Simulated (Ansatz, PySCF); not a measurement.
This Ansatz (a quantum-chemistry and plane-wave program) input computes a PBE0/def2-TZVPD energy:

Ansatz 0.2 input:
```yaml
crystal:
  periodic: [false, false, false]
  atoms:
    - {symbol: C, position_ang: [0.46427946, -0.48240700, 0.01662363]}
    - {symbol: C, position_ang: [-0.82872389, -0.29631369, 0.06169665]}
    - {symbol: F, position_ang: [-1.71110156, -1.27296619, 0.17958185]}
    - {symbol: F, position_ang: [-1.44309498, 0.87950949, -0.00273059]}
    - {symbol: Cl, position_ang: [1.79849620, 0.48314321, -0.12126959]}
basis:
  gaussian:
    orbitals: def2-TZVPD
hamiltonian:
  xc: {name: PBE0}
magnetization: {spin_polarized: true, initial_magnetization: 1}
output: {forces: true}
```

**Question.** Write an input for the same energy in PySCF and say what it gives.

**Answer.** 
```python
from pyscf import gto, scf, dft

mol = gto.M(
    atom='''
    C     0.46427946   -0.48240700    0.01662363
    C    -0.82872389   -0.29631369    0.06169665
    F    -1.71110156   -1.27296619    0.17958185
    F    -1.44309498    0.87950949   -0.00273059
    Cl    1.79849620    0.48314321   -0.12126959
    ''',
    basis='def2-tzvpd',
    charge=0,
    spin=1,
    verbose=4,
)

mf = dft.UKS(mol, xc='pbe0').density_fit(auxbasis='def2-universal-jkfit')
mf.grids.level = 3
mf.conv_tol = 1e-9
mf.max_cycle = 100
mf.max_memory = 1500
mf.kernel()
if not mf.converged:
    mf = mf.newton()
    mf.kernel(mf.make_rdm1())
for _ in range(2):
    mo, _, stable, _ = mf.stability(return_status=True)
    if stable:
        break
    mf.kernel(mf.make_rdm1(mo, mf.mo_occ))
mf.analyze()
```
It gives -735.68080 Eh, and Ansatz -735.68078 Eh, a difference of 0.02 mEh, from the treatment of integrals and grids.

It need not be the lowest isomer of its formula.
